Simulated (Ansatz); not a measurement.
Reaction (silylene formation by 1,1-elimination): `N[SiH2][Se][SiH3]` → `[SiH3][SeH]` + `N[SiH]`

Program: Ansatz. Geometries: PBE0-D4/def2-TZVP. ΔE: electronic, gas phase. CCSD(T)/CBS adds triple-zeta CCSD(T) − MP2 to the extrapolated MP2 energy (def2 sets, frozen cores). This one scheme is used for every species. DFT in def2-TZVPP. B3LYP here is the variant with VWN-RPA as its local correlation; programs differ in this. For Se outer-core shells are correlated without core-valence functions, which leaves a few kJ/mol of doubt a bond. Scalar relativity is left out up to krypton. Each species was taken in one conformer, which may not be the lowest.

```json
{"level": "B3LYP-D4", "ΔE (kJ/mol)": "224.0"}
{"level": "MP2/def2-TZVPP", "ΔE (kJ/mol)": "246.9"}
{"level": "MP2/def2-QZVPP", "ΔE (kJ/mol)": "252.9"}
{"level": "MP2/CBS(def2)", "ΔE (kJ/mol)": "257.4"}
```

Q: What does CCSD(T)/CBS give? (An estimate is asked.)

A: Ansatz gave: +234.9 kJ/mol. The listed levels differ from it by -10.9, 12.0, 18.0, 22.5 kJ/mol.

Largest T1 diagnostic among the species: 0.015.

From PBE to PBE0 (25 % exact exchange), in def2-TZVPP and without D4, ΔE moves by +15.5 kJ/mol. In def2-TZVPP, CCSD(T) changes the Hartree–Fock value by +7.2 kJ/mol (the triples alone add +3.0 kJ/mol) and MP2 by +29.7 kJ/mol. The D4 term adds +19.7 kJ/mol with B3LYP and +10.9 kJ/mol with PBE0; it sums over pairs of atoms, weighted by their polarisabilities, and B3LYP, whose exchange is more repulsive, gets the larger term.
